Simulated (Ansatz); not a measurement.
An input meant for [Ni(SH)4]2- (NiH4S4²⁻) (charge -2, singlet; with a point charge).

```yaml
crystal:
  periodic: [false, false, false]
  atoms:
    - {symbol: Ni, position_ang: [-0.001023, -0.000033, -0.001150]}
    - {symbol: S, position_ang: [-1.697244, 0.163789, 1.536506]}
    - {symbol: H, position_ang: [-1.799603, 1.508240, 1.690483]}
    - {symbol: S, position_ang: [1.732327, -0.165095, -1.496822]}
    - {symbol: H, position_ang: [1.853951, -1.510236, -1.629312]}
    - {symbol: S, position_ang: [0.140483, 2.289270, -0.088228]}
    - {symbol: H, position_ang: [1.148424, 2.468859, -0.979047]}
    - {symbol: S, position_ang: [-0.180480, -2.287878, 0.043116]}
    - {symbol: H, position_ang: [-1.196845, -2.466916, 0.924445]}
basis:
  gaussian: {orbitals: def2-mTZVPP, point_charges: [{charge: -1.00, position_ang: [4.779, -0.504, -0.786]}]}
total_charge: -2
magnetization: {spin_polarized: true, initial_magnetization: 8}
hamiltonian: {xc: {name: revPBE}, dispersion: d3bj, pseudopotentials: {relativity: scalar}}
scf: {omitted_lower_state_checks: [starts]}
output: {forces: true}
```

```sh
$ ansatz run in.yaml --threads 4 --pin off --events-out ev --progress --plain --max-ram 8704MiB
```

Shortened log:

```
Functional definition: revPBE
1588 factors; their error is unknown
mean field evaluation 1: about -84512.6977 eV, gradient 3.0e2 eV
mean field evaluation 2: about -82289.3149 eV, gradient 9.1e2 eV
mean field evaluation 4: about -84372.1716 eV, gradient 4.1e2 eV
mean field evaluation 8: about -84795.5534 eV, gradient 7.6e0 eV
mean field evaluation 16: about -84799.4271 eV, gradient 6.8e-2 eV
mean field evaluation 32: about -84799.3734 eV, gradient 1.3e-6 eV
mean field -84799.37341352 eV, -3116.3194938670 hartree, gradient 1.3e-6 eV, S^2 20.010641; 0 other end points of the search recorded, 0 dependent functions left out
reference -84799.37347403 eV, -3116.3194960908 hartree; 53, 45 occupied and 108, 116 virtual orbitals, 1588 factors
Total energy: -84800.20512650 eV, -3116.3500587554 hartree
Relativity: scalar
Atom 0 at    -0.001023    -0.000033    -0.001150 Å, force    -0.203803    -0.021564    -0.045772 eV/Å
Atom 1 at    -1.697244     0.163789     1.536506 Å, force    -1.073234    -3.494718     0.794461 eV/Å
Atom 2 at    -1.799603     1.508240     1.690483 Å, force     0.444603     3.246182    -0.376749 eV/Å
Atom 3 at     1.732327    -0.165095    -1.496822 Å, force     0.724551     2.765389    -0.685464 eV/Å
Atom 4 at     1.853951    -1.510236    -1.629312 Å, force    -0.337957    -2.485930     0.375998 eV/Å
Atom 5 at     0.140483     2.289270    -0.088228 Å, force    -2.821296     1.167251     2.787252 eV/Å
Atom 6 at     1.148424     2.468859    -0.979047 Å, force     2.556717     0.178360    -2.484616 eV/Å
Atom 7 at    -0.180480    -2.287878     0.043116 Å, force     3.211818    -1.001159    -3.142912 eV/Å
Atom 8 at    -1.196845    -2.466916     0.924445 Å, force    -3.083376    -0.263380     2.857251 eV/Å
Dipole moment:     1.144103    -0.121293    -0.529679 e Å
Checks for a lower state left out: starts
```

In this input the spin is set far too high (8 unpaired electrons typed, 0 in the singlet as meant). Self-consistency was reached. The result belongs to that input, not to the species as meant.

A multiply charged anion in the gas phase is held together partly by the finite basis. The highest occupied level of an anion often lies above zero with these methods, and sets without diffuse functions describe the outer electron poorly.
